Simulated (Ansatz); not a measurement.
Breaking the In1–H2 bond in H2IIn (SMILES [InH2][I]) (multiplicity 1 held, fragments rigid). Energies count from the point at 1.714 Å.
Geometry at that point (charge 0, multiplicity 1):
| atom | x (Å) | y (Å) | z (Å) |
|---|---|---|---|
| In | -0.7264 | -1.1355 | 0.1996 |
| H | -0.0696 | -2.1741 | 1.3945 |
| H | -2.1191 | -1.2475 | -0.7931 |
| I | 0.7129 | 1.1144 | -0.1958 |

R- and RO- levels are restricted; in cc, def2 and unpolarised 6-31G sets they are followed outwards from rest. Unrestricted levels (U-) break spin symmetry where that is lower. Active spaces are followed from a long bond inwards. Levels need not reach the same state.

Frozen-core correlation. Filled d and f shells under p-block atoms count as core.

The values were computed with Ansatz (a quantum-chemistry and plane-wave program). Values without a source in brackets are computed. In def2 rows elements past Kr take small-core potentials, without spin–orbit coupling.

Energies in kcal/mol.

| R (Å) | U-SCS-MP2/def2-SVP | U-CCSD/def2-SVP | R-CCSD(T)/def2-SVP | CASSCF(2,2)/def2-SVP | FIC-NEVPT4(SD) on CASSCF(2,2)/def2-SVP | FIC-MRCISD+Q on CASSCF(2,2)/def2-SVP |
|---|---|---|---|---|---|---|
| 1.371 | 31.3 | 31.7 | 31.9 | 32.9 | 31.9 | 31.9 |
| 1.543 | 6.6 | 6.9 | 6.9 | 7.4 | 6.9 | 6.9 |
| 1.714 | 0.0 | 0.0 | 0.0 | 0.0 | 0.0 | 0.0 |
| 1.885 | 2.8 | 2.4 | 2.3 | 1.8 | 2.4 | 2.4 |
| 2.057 | 10.5 | 9.5 | 9.3 | 8.2 | 9.3 | 9.5 |
| 2.314 | 27.1 | 23.4 | 22.8 | 20.7 | 22.8 | 23.0 |
| 2.571 | 47.6 | 37.7 | 36.1 | 33.2 | 35.9 | 36.2 |
| 2.999 | 61.0 | 55.9 | 52.8 | 49.0 | 52.5 | 52.8 |
| 3.428 | 65.1 | 64.3 | 61.4 | 57.8 | 61.5 | 61.9 |
| 3.942 | 66.5 | 66.7 | 64.1 | 62.1 | 65.9 | 66.3 |
| 4.628 | 66.9 | 67.3 | 62.7 | 63.6 | 67.4 | 67.8 |
| 5.485 | 67.0 | 67.4 | 60.7 | 63.9 | 67.8 | 68.1 |

Doubts at one or more of the structures used: a spin-contaminated determinant (U-SCS-MP2/def2-SVP, U-CCSD/def2-SVP); T1 above 0.05 (U-CCSD/def2-SVP, R-CCSD(T)/def2-SVP); a restricted determinant that unrestricted orbitals would lower (R-CCSD(T)/def2-SVP); other coupled-cluster roots lie near (R-CCSD(T)/def2-SVP).
